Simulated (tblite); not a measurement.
Compound: C4H13FOSi3.
Z-matrix (Å and degrees, GFN2-xTB geometry), rows numbered from 1:
```
C 
Si  1  1.9016
C   2  1.9107  1  108.64
Si  2  2.3221  1  113.04  3  -122.41
C   4  1.9280  2  109.88  1    97.88
C   5  1.4644  4  105.80  2   -53.32
O   6  1.2101  5  122.66  4   -21.08
Si  5  1.9038  4  112.94  2  -171.38
F   8  1.6152  5  106.86  4   173.57
H   1  1.0869  2  111.84  3   -52.22
H   1  1.0860  2  111.25  3  -172.70
H   1  1.0860  2  110.41  3    68.02
H   2  1.4800  1  107.97  3   115.47
H   3  1.0868  2  111.43  1   179.28
H   3  1.0864  2  111.81  1    58.99
H   3  1.0871  2  110.97  1   -60.78
H   4  1.4666  2  117.02  1   -24.27
H   4  1.4775  2  114.84  1  -146.47
H   5  1.0924  4  113.47  2    67.42
H   6  1.1069  5  116.97  4   159.41
H   8  1.4528  5  110.21  4   -73.34
H   8  1.4505  5  113.27  4    58.90
```

Level: GFN2-xTB in tblite, geometry and Hessian alike; calculated harmonic values, unscaled, isolated species. Errors from tens to a few hundred cm⁻¹ against measured bands are possible. Modes of hydrogen on silicon can be 10 to 20 % off. One conformer, not necessarily the lowest.

Harmonic wavenumbers (cm⁻¹): 33.5, 40.8, 57.1, 66.2, 95.0, 121.4, 129.0, 136.4, 142.4, 148.8, 177.4, 188.4, 209.7, 274.4, 388.2, 434.9, 483.9, 553.9, 573.2, 583.5, 610.3, 616.4, 674.1, 692.0, 704.0, 720.9, 748.0, 751.5, 783.1, 795.2, 805.8, 818.8, 826.1, 835.1, 852.6, 927.6, 1020.9, 1071.2, 1206.6, 1364.5, 1368.6, 1371.7, 1478.0, 1484.7, 1493.0, 1494.8, 1713.6, 2107.5, 2135.2, 2223.7, 2354.4, 2380.4, 2764.3, 2937.6, 3026.2, 3027.2, 3029.8, 3035.5, 3040.6, 3046.0.

A = 1920, B = 476.4, C = 459.3 MHz; mass 180.026 u (most abundant isotopes); point group C1, symmetry number 1.

Task: What is the zero-point energy?

Result: ½Σν̃ = 33588 cm⁻¹ = 96.03 kcal/mol.

Task: Entropy at 400 K, 1 bar (ideal gas, RRHO, classical rotation)?

Result: Translation 42.96, rotation 31.89, vibration 69.77: S = 144.6 cal/(mol K).

Task: And Cp and H(400 K) − H(0)?

Result: Cp = 66.40 cal/(mol K), of which vibrations give 58.46 (their classical limit is 60 R = 119.2); H(400 K) − H(0) = 16.51 kcal/mol without the zero-point energy, 13.33 from vibrations.

Task: How do the functions run with temperature in this model?

Result: 
```csv
T (K),S (cal/(mol K)),Cp (cal/(mol K)),H − H(0) (kcal/mol),G − H(0) (kcal/mol),ln q(vib)
100,83.1,29.2,1.90,-6.41,4.14
200,107.3,42.5,5.47,-15.99,9.35
300,127.1,55.6,10.39,-27.74,14.01
500,160.4,75.0,23.60,-56.60,22.41
800,199.8,92.6,48.97,-110.89,33.31
1000,221.4,100.4,68.31,-153.06,39.69
```

q(vib) and H(0) count from the zero-point level.

Task: What must be added to the electronic energy to get the Gibbs energy at 400 K and 1 bar?

Result: ZPE + [H(400 K) − H(0)] − T·S = 96.03 + 16.51 − 57.85 = 54.69 kcal/mol.

Hindered rotation and anharmonicity are outside this model. Other conformers, if any are populated, would add a mixing term that is left out. The structure is chiral; the term R ln 2 for an equal mix with its mirror image is left out.

Hardware: one thread, Arm Neoverse V2 (aarch64), shared host. Cost: 1.2 s wall. This covers the Hessian and the dipole derivatives.
